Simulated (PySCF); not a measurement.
Dipole moment and polarisability of `C=N[Si@H](CC#N)OC`

C4H8N2OSi.
Numbering: `[CH2:1]=[N:2][Si@H:3]([CH2:4][C:5]#[N:6])[O:7][CH3:8]` (hydrogens: H9, H10 on C1; H11 on Si3; H12, H13 on C4; H14, H15, H16 on C8)

Cartesian coordinates in Å at the GFN2-xTB level; atoms count from 1:
```
atom  x, y, z in Å
C1    -1.8025    1.5956    0.4364
N2    -0.6021    1.3274    0.2154
Si3    0.2389   -0.0094   -0.4847
C4    -0.6229   -1.7195   -0.4540
C5    -1.9650   -1.5874   -0.9072
N6    -3.0421   -1.4445   -1.2703
O7     1.5450   -0.3393    0.4127
C8     2.5764    0.5376    0.7611
H9    -2.6412    0.9325    0.2138
H10   -2.0515    2.5561    0.8821
H11    0.5395    0.4248   -1.8478
H12   -0.6300   -2.1174    0.5618
H13   -0.1032   -2.4318   -1.0941
H14    3.1160    0.8634   -0.1302
H15    2.1784    1.4159    1.2701
H16    3.2587    0.0048    1.4235
```

Level: wB97X-D/def2-SVPD (PySCF), static field, nuclei fixed, core orbitals frozen in the response. The polarisability tensor in these axes (au):

```
x   103.69  -1.09   4.75
y    -1.09  80.91   6.48
z     4.75   6.48  70.03
```

Question: What are the eigenvalues, a third of the trace, and Δα (Δα² = ½Σ(αi − αj)² over the three pairs)?

Answer: Principal values 66.40, 83.88 and 104.34 au; mean 84.88 au = 12.58 Å³ = 13.99 × 10⁻⁴⁰ C²·m²/J; Δα = 32.90 au (39 % of the mean).

Question: What is the dipole moment, and where does it point?

Answer: (2.80, 0.62, 1.45) D, 3.22 D in size, pointing from the negative to the positive side. Measured along this direction, the outermost atoms are N6 at the negative end and H16 at the positive end.

Question: How large is μ²/3kT at 250 K beside α?

Answer: In Gaussian units μ²/3kT = 99.97 Å³ against 12.58 Å³, a ratio of 7.95; the Debye molar polarisation (4π/3)N_A(α + μ²/3kT) is 283.9 cm³/mol, leaving out the vibrational part.

Question: What are the principal values of the traceless quadrupole moment, Θ = ½Σq(3rr − r²1), about the centre of nuclear charge?

Answer: -15.34, 3.65, 11.68 D·Å. The values depend on the origin, since the dipole doesn't vanish. The electronic extent ⟨r²⟩ about the same centre is 1330 bohr², a root-mean-square distance of 2.34 Å for the 68 electrons.

Question: Find the Langevin capture rate constant for NH4+ (18.034 u) meeting this molecule (128.041 u), k = 2.342 × 10⁻⁹ cm³/s × √(α in Å³ / reduced mass in u).

Answer: The reduced mass is 15.81 u, so k = 2.09 × 10⁻⁹ cm³/s. The formula leaves out the permanent dipole, which adds to the capture rate.

Question: Estimate the molar refractivity from the static electronic polarisability.

Answer: Lorentz–Lorenz: R = (4π/3)N_A α = 2.5225 cm³/(mol·Å³) × 12.58 Å³ = 31.7 cm³/mol, in the limit of long wavelengths.

One conformer (not necessarily the lowest) at the GFN2-xTB geometry, without solvent, vibrations or thermal averaging.

The run behind these numbers computed excited states as well. On one thread, Arm Neoverse V1 (shared host), this took 51 s.
